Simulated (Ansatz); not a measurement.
A made-up structure of GeH3O (charge -1), singlet:

O1  (-1.547, 0.442, 0.754)
Ge2  (-0.072, 0.020, 0.035)
H3  (-0.066, -0.076, -1.552)
H4  (-2.095, 1.054, 1.268)
H5  (1.148, 1.001, 0.310)
(Å)

It is relaxed with PBE-D4/def2-SVPD and then PBE0-D4/def2-TZVPD (Ansatz 0.2.0). Atoms count as bonded within 1.22 times the sum of their covalent radii (H–H: 0.88 Å). The end point is not checked to be a true minimum.

**Question.** Does its bonding change? (Judge from chemistry; the calculation decides.)

**Answer.** The calculation gives: No: no bond forms or breaks.

Where it ends: The first stage lowers the energy by 1.61 eV in 9 steps. It ends as GeH₃O ([OH][GeH2]), total charge -1:
```csv
atom,x (Å),y (Å),z (Å)
O1,-1.5479,0.2662,0.9782
Ge2,0.0532,-0.2934,0.1181
H3,-0.3247,0.2424,-1.3807
H4,-1.7333,1.1629,0.6951
H5,0.9211,1.0636,0.4043
```

Labels in which every atom is bracketed show which atoms are joined, not bond orders.

For scale, one of the runs: PBE0-D4/def2-TZVPD relaxation, 121 basis functions, launched by `ansatz run in.yaml --threads 2 --pin off --events-out ev --progress --plain --max-ram 4352MiB`. The run took about 9.5 s on 2 CPU threads of an Arm Neoverse V2 (shared host).
